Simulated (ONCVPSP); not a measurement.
# Au (Z = 79), ONCV: configuration errors across variants

| Property | Result |
| --- | --- |
| Element | Au |
| Generator | ONCVPSP 4.0.1 |
| Type | optimised norm-conserving Vanderbilt (ONCV) |
| Functional | PBE |
| Relativity | fully relativistic |
| Frozen core | [Kr] 4d10 4f14 |
| Valence charge | 19 |
| Reference configuration | 5s2 5p6 5d10 6s0.5 (charge +0.5) |
| Partial waves | 5s+6s: rc 1.40 bohr, ncon 4, nbas 9, qcut 10 1/bohr, 2 projectors; 5p: rc 1.40 bohr, ncon 4, nbas 7, qcut 10.5 1/bohr, 2 projectors, debl 2.2 Ha; 5d: rc 1.55 bohr, ncon 4, nbas 8, qcut 7 1/bohr, 2 projectors, debl 0.8 Ha; f scattering state at 0.42 Ha: rc 1.40 bohr, ncon 4, nbas 7, qcut 7.4 1/bohr, 2 projectors, debl 1.7 Ha |
| Local potential | polynomial inside 1.00 bohr (lpopt 5, dvloc0 0 Ha) |
| Core correction | none |

Open shells are filled in proportion to 2j + 1.

All-electron excitation energies from the reference (eV): (1) 5s2 5p6 5d10 6s1 -3.782; (2) 5s2 5p6 5d10 6s0 5.645; (3) 5s2 5p6 5d9 6s0 26.873; (4) 5s2 5p6 5d10 6s0 6p1 1.417.

2 further variants failed, have other tests or too few solved ones, and are left out.

A true bound ghost makes a file unfit for plane-wave use even where its test errors are small: the radial tests pick states by their node count and pass the ghost by.

Errors AE − PS in meV (a dash: test not solved or not reliable):

```tsv
change	(1)	(2)	(3)	(4)	bound ghosts	GHOST(+) flags above zero
base	-0.2	+0.1	+0.7	0.0	f7/2, f5/2	s, p3/2, f7/2, f5/2
all radii scaled by about 1.09 (s 1.52, p 1.52, d 1.68, f 1.52 bohr); local potential polynomial inside 1.08 bohr (lpopt 5, dvloc0 0 Ha)	-0.2	0.0	+0.6	0.0	none	s, f7/2, f5/2
all radii scaled by about 1.31 (s 1.84, p 1.84, d 2.04, f 1.84 bohr); local potential polynomial inside 1.30 bohr (lpopt 5, dvloc0 0 Ha)	-0.1	-0.1	+1.8	-0.1	none	s, d5/2
```

Problem. Give the same row for: all radii scaled by about 1.23 (s 1.72, p 1.72, d 1.90, f 1.72 bohr); local potential polynomial inside 1.22 bohr (lpopt 5, dvloc0 0 Ha).

Solution. -0.1, -0.1, +1.0, -0.1; bound ghosts: none; GHOST(+) flags above zero: s.
